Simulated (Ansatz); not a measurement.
An input meant for MoN2O2H4⁺, that is MoO2(NH2)2 with one electron fewer (charge 1, doublet).

```yaml
crystal:
  periodic: [false, false, false]
  atoms:
    - {symbol: Mo, position_ang: [0.540308, 0.000749, 0.372484]}
    - {symbol: N, position_ang: [-0.356902, 1.601404, -0.249358]}
    - {symbol: N, position_ang: [-0.356890, -1.602389, -0.242954]}
    - {symbol: O, position_ang: [0.479537, 0.004052, 2.067507]}
    - {symbol: O, position_ang: [2.103056, -0.000486, -0.286786]}
    - {symbol: H, position_ang: [-0.125569, 2.091915, -1.110692]}
    - {symbol: H, position_ang: [-1.079035, 2.094191, 0.271909]}
    - {symbol: H, position_ang: [-1.078751, -2.093334, 0.280414]}
    - {symbol: H, position_ang: [-0.125755, -2.096103, -1.102514]}
basis:
  gaussian: {orbitals: def2-mTZVPP}
total_charge: 1
magnetization: {spin_polarized: true, initial_magnetization: 1}
hamiltonian: {xc: {name: HF}}
correlation: {method: mp2, frozen_orbitals: {Mo: 9}}
scf: {lower_state_search: light}
```

```sh
$ ansatz run in.yaml --threads 2 --pin off --events-out ev --progress --plain --max-ram 4352MiB
```

Shortened log:

```
Functional definition: HF
  name "HF"
  cite "Fock, Z. Phys. 61, 126 (1930) doi:10.1007/BF01340294"
  parent pbe
  exchange = exact_x
  correlation = 0
Error: "frozen_orbitals" has no count for N
```

In this input frozen orbitals are typed for one element alone, and the program wants a count for each (the count typed has to fit that element's core, too). The input was rejected before any iteration.
